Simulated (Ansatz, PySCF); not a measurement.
Spin states of HORe (SMILES [OH][Re]), each relaxed with B3LYP-D3(BJ)/def2-TZVP.
State 1 (charge 0, multiplicity 5):
```xyz
3

Re    -0.956    -0.663    -0.829
O      0.443    -0.123     0.300
H      0.479     0.833     0.459
```
State 2 (charge 0, multiplicity 7):
```xyz
3

Re    -1.04120    -0.79585    -0.91197
O      0.38052    -0.01696     0.26693
H      0.62750     0.86018     0.57471
```

Singlets are restricted, other states unrestricted; no spin–orbit coupling, no relativity up to Kr; see below for the cores. The largest T1 diagnostic is 0.051.

Programs: Ansatz (Gaussian orbitals); PySCF for the dispersion terms.  In def2 rows elements past Kr take small-core potentials, without spin–orbit coupling.

Question: One of these levels gives 0.919 eV for the energy of the multiplicity-7 state less that of the multiplicity-5 state. Name it.
A. r2SCANh/def2-TZVPP
B. r2SCAN-D3(BJ)/def2-TZVPP
C. SVWN5/def2-TZVPP
D. B3LYP/def2-TZVPP

Answer: C, SVWN5/def2-TZVPP. The others give 0.131 (r2SCAN-D3(BJ)/def2-TZVPP), 0.088 (r2SCANh/def2-TZVPP), 0.779 (B3LYP/def2-TZVPP)

Ansatz is an electronic-structure program.
